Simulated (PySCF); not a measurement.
UHF on V³⁺ (vanadium, charge +3)

Configuration: [Ar] 3d2, high-spin 3F determinant. Computed with PySCF 2.14 in 6-31G* (5s4p2d1f, 34 functions), with no relativity, point nucleus.

```json
{"Total energy": "-941.038143 hartree", "One-electron energy": "-1265.1186 hartree", "Hartree (Coulomb) energy": "367.4233 hartree", "Exchange energy": "-43.3428 hartree", "Kinetic energy": "939.37186 hartree", "⟨S²⟩": "2.0018", "⟨L²⟩": "12.024", "Sum of ⟨r⟩": "12.69 bohr", "Sum of ⟨r²⟩": "13.40 bohr²", "Density at the nucleus (Gaussians lack the cusp)": "7690 bohr⁻³", "Spin density at the nucleus": "0.0189 bohr⁻³", "Langevin diamagnetic susceptibility": "-10.6 ×10⁻⁶ cm³/mol", "Time after the integrals": "0.06 s of wall time on 1 thread of Intel(R) Xeon(R) 6975P-C (shared host)"}
```

```tsv
shell	electrons	mean orbital energy (eV)	rms radius, mean of both spins (bohr)
1s α	1	-5520.9	0.0776
1s β	1	-5520.9	0.0776
2s α	1	-688.31	0.335
2s β	1	-686.97	0.335
2p α	3	-583.60	0.304
2p β	3	-582.27	0.304
3s α	1	-123.41	1.02
3s β	1	-119.13	1.02
3p α	3	-91.761	1.10
3p β	3	-86.562	1.10
3d α	2	-48.013	1.29
```
